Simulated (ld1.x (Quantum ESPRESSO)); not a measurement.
## manganese, TM semilocal: configuration errors across variants

manganese, norm-conserving Troullier–Martins (semilocal form), made with ld1.x (Quantum ESPRESSO) 7.5 (LDA (PZ), non-relativistic). Core [Ar], reference 3d5 4s2 4p0. Waves: 4s (bound): rc 2.65 bohr; 3d (bound): rc 1.40 bohr; 4p (bound, empty): rc 2.30 bohr. Local part: the p channel. Core correction: a·sin(br)/r model core, default radius (core density twice the valence density).

All-electron excitation energies from the reference (eV): (1) 3d5 4s1 4p0 8.541; (2) 3d5 4s0 4p0 24.232; (3) 3d4 4s0 4p0 57.241; (4) 3d5.5 4s1.5 4p0 -0.650; (5) 3d4 4s2 4p0 13.736; (6) 3d5 4s1 4p1 3.815; (7) 3d5 4s0 4p2 7.848; (8) 3d5 4s2 4p0 spin -5.093; (9) 3d5 4s1 4p0 spin 2.424.

Spin tests fill each open shell by Hund’s rule, majority spin first.

A semilocal file is local in each channel, so a ghost entry of none says nothing of the separable form that plane-wave codes build from it.

Errors AE − PS in meV (a dash: test not solved or not reliable):

| change | (1) | (2) | (3) | (4) | (5) | (6) | (7) | (8) | (9) | bound ghosts |
| --- | --- | --- | --- | --- | --- | --- | --- | --- | --- | --- |
| base | -4.9 | -42 | -260 | -38 | -196 | -1.5 | -6.0 | +883 | +889 | none |
| all radii but the core radius scaled by about 0.79 (s 2.08, p 1.82, d 1.10 bohr) | -5.7 | -43 | -214 | -39 | -218 | -2.7 | -9.4 | +932 | +932 | none |
| all radii but the core radius scaled by about 0.92 (s 2.44, p 2.12, d 1.28 bohr) | -5.7 | -42 | -216 | -41 | -226 | -1.3 | -4.1 | +907 | +906 | none |
| all radii but the core radius scaled by about 1.26 (s 3.34, p 2.90, d 1.76 bohr) | -3.3 | -78 | -576 | -16 | +2.4 | -6.6 | -35 | +770 | +815 | none |
| all radii but the core radius scaled by about 1.34 (s 3.54, p 3.08, d 1.86 bohr) | -3.7 | -99 | -697 | -6.8 | +79 | -9.0 | -47 | +722 | +782 | none |

Q: Give the same row for: all radii but the core radius scaled by about 1.16 (s 3.06, p 2.66, d 1.62 bohr).

A: -3.5, -51, -398, -28, -106, -3.3, -17, +812, +837; bound ghosts: none.
